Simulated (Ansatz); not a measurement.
Geometry optimisation, RKS PBE0/def2-SVP in Ansatz.

input.yaml

```yaml
crystal:
  periodic: [false, false, false]
  atoms:
    - { symbol: Ge, position_ang: [-0.959693, 0.121755, 0.415379] }
    - { symbol: H, position_ang: [1.606684, 0.071996, 1.4002] }
    - { symbol: H, position_ang: [1.777222, 0.127708, 0.705087] }
    - { symbol: H, position_ang: [-0.293611, 1.034265, -0.730348] }
    - { symbol: O, position_ang: [-0.938338, -1.341874, -0.622156] }
    - { symbol: H, position_ang: [-1.308364, -2.103349, -0.155662] }
basis:
  gaussian: { orbitals: def2-SVP }
hamiltonian:
  xc: pbe0
relax:
  f_tol: 0.03
  max_steps: 50
```

Launched with:

```bash
$ ansatz run input.yaml --threads 1 --pin off --max-ram 2048MiB --backend cpu --events-out ev --progress --plain --runs-dir out
```

Q: Where does it end, and by what steps?

A: The forces met the threshold. After 7 steps the energy has fallen by 0.046 eV; H2 moved furthest, 0.13 Å.

| step | energy less start (eV) | largest force component (eV/Å) | accepted |
| --- | --- | --- | --- |
| 0 | 0.0000 | 1.808 | yes |
| 1 | -0.0431 | 0.158 | yes |
| 2 | -0.0251 | 0.538 | no |
| 3 | -0.0425 | 0.242 | no |
| 4 | -0.0447 | 0.135 | yes |
| 5 | -0.0455 | 0.047 | yes |
| 6 | -0.0458 | 0.044 | yes |
| 7 | -0.0459 | 0.025 | yes |

```xyz
6
Properties=species:S:1:pos:R:3
Ge -0.903 0.111 0.434
H 1.508 0.008 1.357
H 1.722 0.219 0.653
H -0.208 1.016 -0.685
O -0.919 -1.349 -0.607
H -1.317 -2.094 -0.140
```

Whether the end is a true minimum wasn't checked by a vibrational analysis.

Time of the run: 16 s on 1 thread of Arm Neoverse V1, on a shared host, peak memory 0.12 GiB.
